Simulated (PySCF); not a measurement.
Simulated outer-valence photoelectron spectrum of `[SiH3]PBCl`. Theory: EOM-IP-CCSD/aug-cc-pVDZ in PySCF, restricted Hartree–Fock reference, 16 core orbitals frozen, non-relativistic, gas phase, PBE0-D3(BJ)/def2-SVP geometry.

Each root has a Gaussian of 0.3 eV full width with its one-hole share as area; cross sections and vibrations are left out, and the highest printed point is 100.

| ionisation energy (eV) | intensity |
| --- | --- |
| 9.1 | 0 |
| 9.2 | 3 |
| 9.3 | 15 |
| 9.4 | 41 |
| 9.5 | 62 |
| 9.6 | 51 |
| 9.7 | 22 |
| 9.8 | 5 |
| 9.9 | 1 |
| 10.0 | 0 |
| 10.1 | 0 |
| 10.2 | 0 |
| 10.3 | 1 |
| 10.4 | 9 |
| 10.5 | 31 |
| 10.6 | 58 |
| 10.7 | 58 |
| 10.8 | 32 |
| 10.9 | 9 |
| 11.0 | 1 |
| 11.1 | 0 |
| 11.2 | 0 |
| 11.3 | 0 |
| 11.4 | 1 |
| 11.5 | 5 |
| 11.6 | 21 |
| 11.7 | 49 |
| 11.8 | 62 |
| 11.9 | 42 |
| 12.0 | 16 |
| 12.1 | 6 |
| 12.2 | 15 |
| 12.3 | 46 |
| 12.4 | 83 |
| 12.5 | 100 |
| 12.6 | 87 |
| 12.7 | 62 |
| 12.8 | 58 |
| 12.9 | 65 |
| 13.0 | 52 |
| 13.1 | 38 |
| 13.2 | 49 |
| 13.3 | 62 |
| 13.4 | 46 |
| 13.5 | 18 |
| 13.6 | 4 |
| 13.7 | 0 |
| 13.8 | 0 |
| 13.9 | 1 |
| 14.0 | 9 |
| 14.1 | 31 |
| 14.2 | 57 |
| 14.3 | 56 |
| 14.4 | 30 |
| 14.5 | 9 |
| 14.6 | 1 |

**Question.** Where are the maxima, and how many lines lie under the curve?

**Answer.** 7 maxima, at 9.5, 10.7, 11.8, 12.5, 12.9, 13.3 and 14.3 eV, from 8 lines. At this width some lines have no maximum of their own.

**Question.** List the lines with their holes.

**Answer.** 
| E (eV) | leading hole (HF orbital) | area | Koopmans (eV) |
| --- | --- | --- | --- |
| 9.52 | HOMO | 0.95 | 9.96 |
| 10.65 | HOMO-1 | 0.95 | 11.39 |
| 11.79 | HOMO-2 | 0.95 | 12.61 |
| 12.42 | HOMO-3 | 0.94 | 13.27 |
| 12.59 | HOMO-4 | 0.94 | 13.41 |
| 12.91 | HOMO-5 | 0.93 | 13.77 |
| 13.30 | HOMO-6 | 0.94 | 14.37 |
| 14.25 | HOMO-7 | 0.94 | 15.37 |

The widest gap, 1.14 eV, lies between 10.65 and 11.79 eV. Only orbitals with −ε under 21 eV, eight at most, were ionised, so the high end of the curve may lack lines.

The values belong to the conformer `[SiH3:1][PH:2][BH:3][Cl:4]`: Si1–P2–B3–Cl4 130°.
